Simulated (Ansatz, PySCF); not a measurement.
Molecule: ethylsilane, C2H8Si (charge 0, singlet). SMILES: CC[SiH3]
Geometry: optimised at B3LYP-D3(BJ)/def2-TZVP (Ansatz, a program for electronic structure).

PBE beside other levels, property by property. Correlated levels leave the core frozen unless marked. Open shells are spin-unrestricted. No spin-orbit coupling. No relativistic terms. Basis-set limits of correlation are two-point, X^-3; Hartree-Fock from the larger set. The bracket is a focal-point correction in the basis named. Rows marked 298 K are enthalpies with B3LYP-D3(BJ) harmonic zero-point and thermal terms from PySCF. Atomisation energies are electronic, to ground-state atoms; the column to compare with has the core term from cc-pwCVTZ added, other frozen-core levels have none. Vertical energies are electronic, to the SCF solution reached for that spin. Anions need diffuse functions, of which def2-TZVPD holds fewer than the aug- sets. The coupled-cluster column (Ansatz) is a level with limits of its own: (a) RI-MP2/CBS(aug-cc-pV(T+d)Z,aug-cc-pV(Q+d)Z)+[CCSD(T)-MP2]/aug-cc-pV(T+d)Z; (b) RI-MP2/CBS(cc-pV(T+d)Z,cc-pV(Q+d)Z)+[CCSD(T)-MP2]/cc-pV(T+d)Z; (c) CCSD(T)/CBS(aug-cc-pV(T+d)Z,aug-cc-pV(Q+d)Z).

```
property                                                                        PBE/def2-TZVPD (Ansatz)  CAM-B3LYP/def2-TZVPD (Ansatz)  wB97M-V/def2-TZVPD (Ansatz)  B2PLYP-D3(BJ)/def2-TZVPD (Ansatz + dftd3)  coupled cluster
------------------------------------------------------------------------------  -----------------------  -----------------------------  ---------------------------  -----------------------------------------  ---------------
deprotonation enthalpy (H-Si bond), 298 K, to CC[SiH2-] + H+ (kcal/mol)                           373.0                          378.6                        374.6                                      378.5        378.0 (c)
atomisation energy (kcal/mol)                                                                     917.1                          920.1                        920.3                                      910.2        922.1 (c)
H-Si bond dissociation enthalpy, 298 K, to CC[SiH2] + H atom (kcal/mol)                            86.4                           91.7                         93.1                                       90.4         92.6 (c)
C-H bond dissociation enthalpy, 298 K, to C[CH][SiH3] + H atom (kcal/mol)                          92.2                           94.4                         96.4                                       94.5         97.1 (c)
C-H bond dissociation enthalpy, 298 K, to [CH2]C[SiH3] + H atom (kcal/mol)                         94.1                           96.8                         98.3                                       96.3         98.9 (c)
vertical ionisation energy to the doublet (eV)                                                    10.43                          10.81                        10.85                                      10.77        11.04 (a)
C-C bond dissociation enthalpy, 298 K, to [CH3] (CH3) + [CH2][SiH3] (kcal/mol)                     84.9                           81.9                         87.2                                       83.8         86.8 (b)
C-Si bond dissociation enthalpy, 298 K, to [CH2]C + [SiH3] (SiH3) (kcal/mol)                       78.8                           79.2                         85.4                                       81.8         84.9 (a)
```

As the rows show:
- deprotonation enthalpy (H-Si bond), 298 K, to CC[SiH2-] + H+: PBE lies 5.0 kcal/mol below coupled cluster.
- atomisation energy: PBE lies 5.0 kcal/mol below coupled cluster.
- H-Si bond dissociation enthalpy, 298 K, to CC[SiH2] + H atom: PBE lies 6.2 kcal/mol below coupled cluster.
- C-H bond dissociation enthalpy, 298 K, to C[CH][SiH3] + H atom: PBE lies 4.9 kcal/mol below coupled cluster.
- C-H bond dissociation enthalpy, 298 K, to [CH2]C[SiH3] + H atom: PBE lies 4.8 kcal/mol below coupled cluster.
- vertical ionisation energy to the doublet: PBE lies 0.61 eV below coupled cluster.
- C-C bond dissociation enthalpy, 298 K, to [CH3] (CH3) + [CH2][SiH3]: PBE lies 1.9 kcal/mol below coupled cluster.
- C-Si bond dissociation enthalpy, 298 K, to [CH2]C + [SiH3] (SiH3): PBE lies 6.1 kcal/mol below coupled cluster.
